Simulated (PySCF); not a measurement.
C₅H₁₁OS (doublet state).
Atom-mapped SMILES: `[CH3:1][C:2]([CH3:3])([CH:4][SH:5])[CH2:6][OH:7]` (hydrogens: H8, H9, H10 on C1; H11, H12, H13 on C3; H14 on C4; H15 on S5; H16, H17 on C6; H18 on O7)

Cartesian coordinates in Å at the GFN2-xTB level; atoms count from 1:
```xyz
18
C5H11OS angstrom
C     -0.9580   -0.8190    1.1201
C     -0.0622   -0.2337    0.0234
C      0.5658   -1.3760   -0.7997
C      1.0018    0.5929    0.6610
S      1.9575    1.6780   -0.2968
C     -0.9148    0.6410   -0.9231
O     -1.5454    1.7095   -0.2687
H     -1.5065   -0.0217    1.6158
H     -0.3643   -1.3534    1.8581
H     -1.6753   -1.5095    0.6843
H      1.2184   -0.9718   -1.5706
H      1.1507   -2.0254   -0.1523
H     -0.2124   -1.9665   -1.2771
H      1.4513    0.2582    1.5788
H      2.7421    2.0963    0.6968
H     -1.7187    0.0409   -1.3543
H     -0.2784    1.0101   -1.7418
H     -0.8602    2.2566    0.1344
```

The hyperfine couplings belong to this conformer and change with its torsions.

Computed, not measured: UKS B3LYP, pcH-1 on C H O S, non-relativistic, mean-field spin-orbit, GIAO in PySCF. One conformer (not necessarily the lowest) at the GFN2-xTB geometry, without solvent, vibrations or thermal averaging. Couplings are sensitive to structure, and on GFN2-xTB geometries they can be far from those on DFT ones. The SCF solution wasn't tested for stability.

(1) Break the g tensor into its mass correction, gauge correction and orbital-Zeeman/spin–orbit terms.

(2) At 9.357 GHz, how far is the centre of the isotropic spectrum from where a free electron (g = 2.002319) resonates?

(3) What are the electron Larmor frequencies g μB B/h along the three axes at 350 mT?

(4) What effective moment and Curie constant follow for a powder?

(5) In a frozen sample, at which fields do the three g values resonate at 9.5, 34, 94 and 263 GHz (hyperfine left aside), and which band first spreads them over more than twice a line width of 0.5 mT?

Results:

(1) 
```csv
Δg (ppt),1,2,3
relativistic mass correction,-0.17,-0.17,-0.17
gauge correction,0.00,0.03,0.04
orbital Zeeman/spin–orbit,-0.15,1.41,5.95
total,-0.32,1.27,5.82
```

So g = 2.00200, 2.00359, 2.00814 and g_iso = 2.00458; the tensor is rhombic: the two nearest values differ by 26 % of g3 − g1. Axes: g3 points within 10° of the S5–H15 bond.

(2) B = hν/(g μB) with μB/h = 13.99624 MHz/mT gives 333.88 mT for the free electron and 333.50 mT at g_iso, 0.38 mT lower.

(3) 9.8072, 9.8150, 9.8373 GHz for g1, g2 and g3, a range of 30.1 MHz.

(4) With the mean of g² = 4.0183 and S(S+1) = 0.75: μ_eff = √(⟨g²⟩S(S+1)) = 1.736 μB and χT = 0.12505·⟨g²⟩·S(S+1) = 0.377 cm³ K/mol (cgs; spin-Hamiltonian part alone).

(5) 
| band | GHz | B(g3) mT | B(g2) mT | B(g1) mT | spread mT |
| --- | --- | --- | --- | --- | --- |
| X | 9.5 | 338.00 | 338.77 | 339.04 | 1.04 |
| Q | 34.0 | 1209.69 | 1212.43 | 1213.40 | 3.71 |
| W | 94.0 | 3344.43 | 3352.02 | 3354.69 | 10.26 |
| J | 263.0 | 9357.29 | 9378.52 | 9385.99 | 28.71 |

The spread grows in proportion to the frequency. X band is the first where it exceeds 1.0 mT.

The Mulliken spin populations are largest on C4 (+0.87) and S5 (+0.16). The angles at C4 add up to 355.5°, so it is nearly planar; its axial dipolar tensor and the negative coupling of its proton fit spin in a p orbital normal to that plane.

The HOMO–LUMO gaps are 4.97 eV among the α and 5.60 eV among the β orbitals.
